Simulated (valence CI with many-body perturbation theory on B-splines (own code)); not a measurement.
## E1 transitions of Eu³²⁺

Method: configuration interaction combined with many-body perturbation theory (CI+MBPT): three valence electrons over a frozen Dirac-Fock core [Ar] 3d10, radial functions for each j: 11 s, 11 p, 9 d, 7 f, 5 g, 2 h, 1 i, with the one-electron correlation potential Σ1 (screened to all orders), the two-electron term Σ2, the three-electron term Σ3, Breit, model QED; selected single and double excitations, second order for the rest (own B-spline code, finite nucleus).

The last digits are not significant, and no measured levels were compared; by estimate large intervals hold to a few tenths of a per cent, small ones and those within an open d or f shell to about a per cent.

Lines 201 to 250 of 267 in falling wavelength, among levels below 377.63 eV, chosen from the strongest by gf and those to the six lowest levels. Wavelengths and rates use the calculated energies. Electric multipoles are in the length gauge, E1 and E2 with the static RPA response of the core. Weak lines are less certain than strong ones. Lines between different terms over intervals too small for the method are left out, as are lines whose strength nearly cancels. Where a level lies close to another of its J and parity, the split of strength between their lines is uncertain.

Levels are named by their leading jj configuration (3d3/2^4 stands for four electrons in 3d with j = 3/2), which in mixed levels can hold well under half, so a name can repeat and another be missing. Letters in brackets count levels of one name in rising energy.

```csv
λ vac (nm),Upper,Lower,A (s⁻¹),log gf,Branch %
7.603,(4s 4p1/2 4d3/2) J=3/2 [b],(4s 4p1/2^2) J=1/2,3.82e+11,0.12,84.8
7.578,(4s 4p3/2 4d3/2) J=1/2 [b],(4s 4p1/2 4p3/2) J=1/2,3.23e+11,-0.26,52.1
7.567,(4s 4p3/2 4d3/2) J=5/2 [a],(4s 4p1/2 4p3/2) J=3/2 [a],1.84e+11,-0.02,40.8
7.562,(4s 4p3/2 4d3/2) J=1/2 [a],(4s 4p1/2 4p3/2) J=3/2 [a],3.59e+11,-0.21,97.0
7.515,(4p1/2 4p3/2^2) J=1/2,(4s 4p1/2^2) J=1/2,1.71e+10,-1.54,7.2
7.459,(4s 4p3/2 4d3/2) J=3/2 [b],(4s 4p1/2 4p3/2) J=3/2 [a],8.70e+10,-0.54,30.3
7.437,(4s 4p3/2 4d3/2) J=1/2 [b],(4s 4p1/2 4p3/2) J=3/2 [b],1.49e+10,-1.61,2.4
7.423,(4s 4p3/2 4d3/2) J=3/2 [c],(4s 4p1/2 4p3/2) J=5/2,1.93e+07,-4.20,0.0
7.415,(4s 4p3/2 4d5/2) J=5/2 [a],(4s 4p1/2 4p3/2) J=5/2,1.07e+09,-2.28,0.5
7.368,(4s 4p3/2^2) J=3/2,(4s^2 4p1/2) J=1/2,1.89e+11,-0.21,39.8
7.248,(4s 4p3/2 4d3/2) J=5/2 [b],(4s 4p1/2 4p3/2) J=5/2,8.99e+08,-2.37,0.2
7.158,(4s 4p3/2 4d3/2) J=3/2 [c],(4s 4p1/2 4p3/2) J=3/2 [a],3.67e+08,-2.95,0.1
7.156,(4s 4p3/2 4d5/2) J=1/2,(4s 4p1/2 4p3/2) J=3/2 [b],1.33e+10,-1.69,3.6
7.151,(4s 4p3/2 4d5/2) J=5/2 [a],(4s 4p1/2 4p3/2) J=3/2 [a],2.13e+08,-3.01,0.1
7.131,(4s 4p3/2 4d5/2) J=7/2 [a],(4s 4p1/2 4p3/2) J=5/2,8.63e+10,-0.28,29.7
7.104,(4s 4p3/2 4d5/2) J=7/2 [b],(4s 4p1/2 4p3/2) J=5/2,3.05e+09,-1.73,1.5
7.100,(4s 4p3/2 4d5/2) J=3/2 [b],(4s 4p1/2 4p3/2) J=1/2,5.67e+10,-0.77,8.1
7.038,(4s 4p3/2 4d5/2) J=3/2 [a],(4s 4p1/2 4p3/2) J=3/2 [b],6.88e+07,-3.69,0.0
7.013,(4s 4p3/2 4d5/2) J=5/2 [b],(4s 4p1/2 4p3/2) J=3/2 [b],2.09e+10,-1.03,3.4
6.995,(4s 4p3/2 4d3/2) J=5/2 [b],(4s 4p1/2 4p3/2) J=3/2 [a],7.56e+08,-2.48,0.2
6.976,(4s 4p3/2 4d5/2) J=3/2 [b],(4s 4p1/2 4p3/2) J=3/2 [b],3.16e+10,-1.04,4.5
6.940,(4s 4p1/2 4d5/2) J=3/2,(4s 4p1/2^2) J=1/2,8.09e+10,-0.63,17.8
6.806,(4s 4p3/2 4d3/2) J=1/2 [b],(4s 4p1/2 4p3/2) J=3/2 [a],5.63e+08,-3.11,0.1
6.686,(4s 4p3/2 4d5/2) J=3/2 [a],(4s 4p1/2 4p3/2) J=5/2,9.68e+08,-2.59,0.2
6.664,(4s 4p3/2 4d5/2) J=5/2 [b],(4s 4p1/2 4p3/2) J=5/2,6.20e+09,-1.61,1.0
6.631,(4s 4p3/2 4d5/2) J=3/2 [b],(4s 4p1/2 4p3/2) J=5/2,1.63e+09,-2.37,0.2
6.576,(4s^2 4f5/2) J=5/2,(4s 4p1/2 4p3/2) J=3/2 [b],2.45e+10,-1.02,4.4
6.570,(4s 4p3/2 4d5/2) J=1/2,(4s 4p1/2 4p3/2) J=3/2 [a],1.76e+09,-2.64,0.5
6.470,(4s 4p3/2 4d5/2) J=3/2 [a],(4s 4p1/2 4p3/2) J=3/2 [a],1.68e+09,-2.38,0.4
6.450,(4s 4p3/2 4d5/2) J=5/2 [b],(4s 4p1/2 4p3/2) J=3/2 [a],2.92e+09,-1.96,0.5
6.418,(4s 4p3/2 4d5/2) J=3/2 [b],(4s 4p1/2 4p3/2) J=3/2 [a],3.15e+09,-2.11,0.5
6.367,(4s 4p3/2 4d3/2) J=3/2 [a],(4s 4p1/2^2) J=1/2,4.99e+08,-2.92,0.2
6.327,(4s 4p3/2 4d3/2) J=1/2 [a],(4s 4p1/2^2) J=1/2,4.71e+06,-5.25,0.0
6.268,(4s^2 4f5/2) J=5/2,(4s 4p1/2 4p3/2) J=5/2,7.83e+08,-2.56,0.1
6.254,(4s 4p3/2 4d3/2) J=3/2 [b],(4s 4p1/2^2) J=1/2,1.32e+06,-5.51,0.0
6.252,(4s^2 4f7/2) J=7/2,(4s 4p1/2 4p3/2) J=5/2,7.91e+09,-1.43,1.7
6.078,(4s^2 4f5/2) J=5/2,(4s 4p1/2 4p3/2) J=3/2 [a],1.68e+09,-2.25,0.3
6.041,(4s 4p3/2 4d3/2) J=3/2 [c],(4s 4p1/2^2) J=1/2,1.46e+09,-2.49,0.3
5.789,(4s 4p3/2 4d3/2) J=1/2 [b],(4s 4p1/2^2) J=1/2,2.01e+08,-3.69,0.0
5.617,(4s 4p3/2 4d5/2) J=1/2,(4s 4p1/2^2) J=1/2,2.34e+09,-2.65,0.6
5.544,(4s 4p3/2 4d5/2) J=3/2 [a],(4s 4p1/2^2) J=1/2,6.79e+08,-2.90,0.2
5.506,(4s 4p3/2 4d5/2) J=3/2 [b],(4s 4p1/2^2) J=1/2,4.10e+08,-3.13,0.1
4.752,(4p1/2^2 4d3/2) J=3/2,(4s^2 4p3/2) J=3/2,3.43e+06,-5.33,0.0
4.544,(4p1/2^2 4d5/2) J=5/2,(4s^2 4p3/2) J=3/2,1.69e+07,-4.50,0.0
4.219,(4p1/2 4p3/2 4d3/2) J=5/2 [a],(4s^2 4p3/2) J=3/2,1.11e+06,-5.75,0.0
4.184,(4p1/2 4p3/2 4d3/2) J=3/2 [a],(4s^2 4p3/2) J=3/2,2.19e+06,-5.64,0.0
4.176,(4p1/2 4p3/2 4d3/2) J=1/2 [a],(4s^2 4p3/2) J=3/2,8.31e+05,-6.36,0.0
4.105,(4p1/2^2 4d3/2) J=3/2,(4s^2 4p1/2) J=1/2,1.08e+08,-3.96,0.1
4.038,(4p1/2 4p3/2 4d3/2) J=5/2 [b],(4s^2 4p3/2) J=3/2,7.09e+07,-3.98,0.0
4.036,(4p1/2 4p3/2 4d3/2) J=3/2 [b],(4s^2 4p3/2) J=3/2,3.59e+07,-4.46,0.0
```
